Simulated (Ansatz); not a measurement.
Isolated molecules relaxed with PBE0-D4/def2-TZVP in Ansatz; ΔE leaves out vibrations. CBS: MP2 limit from def2 TZ/QZ plus the TZ coupled-cluster correction, frozen cores. Functionals use def2-TZVPP. One conformer a species, not always the lowest.

Consider the ligand exchange at the Si–C bond: `[SiH3]C[SiH](Cl)Cl` + `CBN[SiH3]` → `CBN([SiH3])[SiH3]` + `C[SiH](Cl)Cl`.

`[SiH3]C[SiH](Cl)Cl`:

Cartesian coordinates in Å:
```
Si -1.135 0.843 0.835
C 0.278 -0.378 0.607
Si 0.949 -0.473 -1.109
Cl -0.557 -0.923 -2.422
Cl 2.386 -1.928 -1.241
H -1.361 1.083 2.284
H -0.796 2.137 0.185
H -2.380 0.309 0.229
H 1.107 -0.092 1.265
H -0.054 -1.374 0.916
H 1.563 0.795 -1.550
```

`CBN[SiH3]`:

```xyz
12

C    -0.774    1.006    1.093
B     0.418   -0.011    1.134
N     0.839   -0.725   -0.003
Si    0.169   -0.641   -1.610
H    -1.546    0.701    1.808
H    -1.255    1.135    0.119
H    -0.437    1.991    1.432
H     1.009   -0.204    2.164
H     1.615   -1.358    0.120
H    -1.259   -1.049   -1.628
H     0.954   -1.575   -2.459
H     0.268    0.730   -2.172
```

`CBN([SiH3])[SiH3]`:

```xyz
15

C     1.776    1.209    0.733
B     1.016    0.355   -0.333
N    -0.274   -0.224   -0.199
Si   -0.796   -1.140   -1.602
Si   -1.359   -0.123    1.167
H     1.260    1.370    1.680
H     2.745    0.743    0.942
H     2.019    2.188    0.303
H     1.570    0.151   -1.390
H    -0.917   -0.265   -2.794
H    -2.132   -1.715   -1.283
H     0.149   -2.246   -1.893
H    -0.806    0.765    2.215
H    -1.580   -1.477    1.738
H    -2.670    0.410    0.716
```

`C[SiH](Cl)Cl`:

Z-matrix (Å, degrees):
```
C
Si 1 1.847
H 1 1.093 2 110.1
H 1 1.093 2 110.1 3 120.0
H 1 1.092 2 110.4 3 -120.0
Cl 2 2.049 1 109.8 3 179.8
Cl 2 2.049 1 109.8 3 60.2
H 2 1.477 1 113.5 3 -60.0
```

```tsv
species	r2SCAN-D4 energy (Eh)
`[SiH3]C[SiH](Cl)Cl`	-1541.14715
`CBN[SiH3]`	-412.02855
`CBN([SiH3])[SiH3]`	-702.71758
`C[SiH](Cl)Cl`	-1250.47062
```

Work out ΔE.

ΔE = (-702.71758) + (-1250.47062) − (-1541.14715) − (-412.02855) = -0.01250 Eh = -0.34 eV. CCSD(T)/CBS gives -0.37 eV.

Largest T1 diagnostic among the species: 0.012.

In def2-TZVPP, CCSD(T) changes the Hartree–Fock value by +0.05 eV (the triples alone add +0.00 eV) and MP2 by +0.03 eV. At CCSD(T), def2-SVP lies +0.05 eV from the extrapolated value and def2-TZVPP +0.00 eV.
